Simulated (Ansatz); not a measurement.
A single point on `C=[CH][In]([CH3])[F]`.

```yaml
crystal:
  periodic: [false, false, false]
  atoms:
    - {symbol: C, position_ang: [-0.592914, 1.751231, 1.767704]}
    - {symbol: C, position_ang: [-1.072549, 0.939175, 0.829095]}
    - {symbol: In, position_ang: [0.283194, -0.277541, -0.242586]}
    - {symbol: C, position_ang: [0.524241, -1.742403, -1.765141]}
    - {symbol: F, position_ang: [2.052038, 0.177012, 0.525922]}
    - {symbol: H, position_ang: [0.468782, 1.801496, 1.992587]}
    - {symbol: H, position_ang: [-1.242853, 2.400831, 2.351603]}
    - {symbol: H, position_ang: [-2.142554, 0.921569, 0.637574]}
    - {symbol: H, position_ang: [0.469158, -1.265355, -2.744831]}
    - {symbol: H, position_ang: [-0.251836, -2.505260, -1.705365]}
    - {symbol: H, position_ang: [1.505285, -2.200755, -1.646561]}
basis:
  gaussian: {orbitals: def2-QZVPP}
correlation: {method: mp2}
```

```sh
$ ansatz run in.yaml --threads 4 --pin off --events-out ev --progress --plain --max-ram 10444MiB
```

It prints (some lines left out):

```
Functional definition: HF
2965 factors; integrals over basis functions are off by at most 9.9e-4 eV
mean field evaluation 1: about -11038.2278 eV, gradient 5.0e1 eV
mean field evaluation 2: about -11038.3616 eV, gradient 5.0e1 eV
mean field evaluation 4: about -11043.5409 eV, gradient 4.6e0 eV
mean field evaluation 8: about -11043.6127 eV, gradient 3.7e-1 eV
mean field -11043.61314790 eV, -405.8452975554 hartree, gradient 2.1e-6 eV, S^2 0.000000; 0 other end points of the search recorded, 0 dependent functions left out
8 core orbitals not correlated: weight in the atoms' cores, before any rotation towards them, 1.000 or more for the frozen orbitals, at most 0.000 for the correlated occupied ones
reference -11043.61314790 eV, -405.8452975554 hartree; 19, 19 occupied and 463, 463 virtual orbitals, 2965 factors
second order -35.10013615 eV of doubles, -0.00000000 eV of singles
Total energy: -11078.71328405 eV, -407.1352037674 hartree
```

Hardware: 4 threads of an AMD EPYC 9R45 on a shared host. Wall time 9.5 s, peak host memory 2.9 GiB.
